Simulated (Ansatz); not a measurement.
Wavefunction ladder for H₅NSiTe, SMILES `N[SiH2][TeH]`

Cartesian coordinates in Å:
```
N 0.429 -1.238 -0.494
Si 0.555 0.289 0.273
Te -1.539 1.315 1.210
H 0.059 -2.022 0.020
H 0.122 -1.270 -1.454
H 1.135 1.217 -0.727
H 1.410 0.168 1.479
H -2.171 1.542 -0.307
```

The species carries charge 0 and has multiplicity 1. Correlated methods include outer-core shells of Te, which these sets cover unevenly. Te: def2 effective core potential. The geometry is a stationary point of PBE0-D4/def2-TZVP. It is one conformer, not always the lowest. Frozen core, restricted reference, Ansatz 0.2.0.

```
     basis     HF (Eh)  MP2 corr.  CCSD corr.       (T)  CCSD(T) total
  def2-SVP  -613.19113   -0.39446    -0.43557  -0.01146     -613.63816
def2-TZVPP  -613.37895   -0.81103    -0.81639  -0.02437     -614.21971
def2-QZVPP  -613.39302   -0.99655           –         –              –
```
